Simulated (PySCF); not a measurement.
Heteronuclear NMR

Structure with atom numbers: `[CH2:1]=[C:2]1[CH:3]=[C:4]([SiH2:5][CH:6]([Cl:7])[Cl:8])[C:9]1=[CH2:10]`. Each H is labelled by its parent atom. Ha(C10) is cis to C2; Ha(C1) is cis to C3; Hb(C10) is trans to C2; Hb(C1) is trans to C3.

Theoretical values (PySCF 2.14.0 with density-fitted response routines): σ from GIAO-PBE0/pcSseg-1, structure optimised with GFN2-xTB. No solvent, equivalent nuclei averaged, no relativistic terms, one conformer.

Where does ²⁹Si resonate?

## Answers


```csv
atoms,environment,σ (ppm),δ (ppm)
Si5,"silicon bonded to 2 C, 2 H",403.9,-52.0
```

Shieldings were converted by a linear fit to measured shifts: ²⁹Si (scatter 8.9 ppm rms, 25.8 ppm with the 6 outliers that the fit left out vs TMS, solution or neat liquid). A few per cent of atoms miss by over 2 rms, more outside the fitted compound classes.

On a 400 MHz spectrometer ²⁹Si resonates near 79.5 MHz, so 1 ppm is 79.5 Hz.
